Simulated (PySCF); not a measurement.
Calculation: PBE-D3(BJ)/def2-TZVP // PBE0-D4/def2-TZVP (PySCF). Isolated molecules, 0 K electronic values unless said otherwise. Excitations are Tamm–Dancoff values on a coarser integration grid. The basis has no diffuse functions, so Rydberg states are missing or too high.

Reference species (SMILES): `[H]/B=C/C` (neutral, multiplicity 1).

- S1–T1 gap (TDA): 0.48 eV
- S1 oscillator strength: 0.000

Changed species: `B1CC1`.

Question: Predict the effect on the S1–T1 gap (TDA) and S1 oscillator strength.

Answer: the S1–T1 gap (TDA) rises by 0.22 eV, to 0.70 eV; the S1 oscillator strength stays essentially unchanged.
